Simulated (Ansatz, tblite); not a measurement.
Spin states of the cluster Na6Pt⁻ (the lowest doublet isomer of a short search), each relaxed with PBE0-D4/def2-SVPD in Ansatz. Electronic energies in the gas phase.

In the def2 sets Pt takes a core potential; there is no spin–orbit coupling. The xTB rows come from tblite. The structure comes from a short search, and lower isomers may exist.

Doublet geometry:

```xyz
7

Pt    0.412   -0.004    0.216
Na   -0.245    0.607    2.829
Na   -1.511    2.008   -0.114
Na    1.502   -2.502   -0.045
Na   -1.850   -1.583    0.642
Na   -0.161   -0.504   -2.467
Na    1.853    1.978   -1.061
```

Quartet geometry:

```xyz
7

Pt    0.056    0.034   -0.089
Na    1.597   -1.593   -1.694
Na    1.950    1.066    1.608
Na   -1.908   -1.047   -1.671
Na   -0.247   -2.351    1.242
Na   -1.640    1.284    1.672
Na    0.192    2.607   -1.067
```

Run but left out: HF/def2-TZVPD, r2SCAN-D4/def2-TZVPD, MP2/def2-TZVPD (doublet: ⟨S²⟩ 1.42 to 2.35, where a pure state has 0.75).

Only these spin states were relaxed. Higher spins weren't run and may lie lower. The quartet has other bonds than the doublet, so the gap mixes isomer and spin.

```tsv
level	quartet − doublet (kcal/mol)	lowest of these	remarks
GFN2-xTB	37.1	doublet	–
PBE-D4/def2-TZVPD	6.2	doublet	HOMO above zero (doublet), HOMO above zero (quartet)
PBE0-D4/def2-TZVPD	4.7	doublet	spin-contaminated (⟨S²⟩ 0.98) (doublet)
BHLYP-D4/def2-TZVPD	6.1	doublet	–
CAM-B3LYP-D4/def2-TZVPD	5.8	doublet	spin-contaminated (⟨S²⟩ 0.83) (doublet)
```

```json
{"state": "doublet", "donor atoms": "6", "mean metal–ligand distance (Å)": "2.774", "range (Å)": "2.74–2.80", "Mulliken spin on the metal (PBE0)": "0.18"}
{"state": "quartet", "donor atoms": "6", "mean metal–ligand distance (Å)": "2.749", "range (Å)": "2.74–2.76", "Mulliken spin on the metal (PBE0)": "1.46"}
```

⟨S²⟩ at PBE0-D4/def2-TZVPD: doublet 0.98 (pure 0.75), quartet 3.77 (pure 3.75). The unpaired electrons of the doublet sit mostly on the ligands.

Change of the quartet − doublet gap on mixing in exact exchange, in kcal/mol: PBE to PBE0 (25 % exact exchange) -1.5.

The xTB methods have no term that favours high spin, so they put low spin too low.
